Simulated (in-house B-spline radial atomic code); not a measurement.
Whole-atom quantities along the 58-electron series, configuration 1s2 2s2 2p6 3s2 3p6 3d10 4s2 4p6 4d10 4f5/2(4) 5s2 5p6. Breit and QED terms are first order and not part of the total energy; the density at the nucleus is averaged over the nuclear charge. Computed with an all-electron radial atomic-structure program (B-spline basis): Dirac-Hartree-Fock, jj configuration that fills j = l - 1/2 first, finite nuclei.

| ion | Z | E/Z² (Eh) | Σ<r²> (bohr²) | n(0)/Z³ (bohr⁻³) | Lamb diamagnetic shielding (ppm) | repulsion over attraction | Breit energy (eV) | self-energy (eV) | vacuum polarisation (eV) |
| --- | --- | --- | --- | --- | --- | --- | --- | --- | --- |
| Nd2+ | 60 | -2.6735 | 41.722 | 1.982 | 6950.95 | 0.14864 | 223.03 | 174.57 | -25.776 |
| Pm3+ | 61 | -2.6931 | 36.776 | 2.0451 | 7117.45 | 0.14732 | 236.1 | 185.4 | -27.768 |
| Sm4+ | 62 | -2.7124 | 32.974 | 2.104 | 7284.52 | 0.14591 | 249.71 | 196.74 | -29.885 |
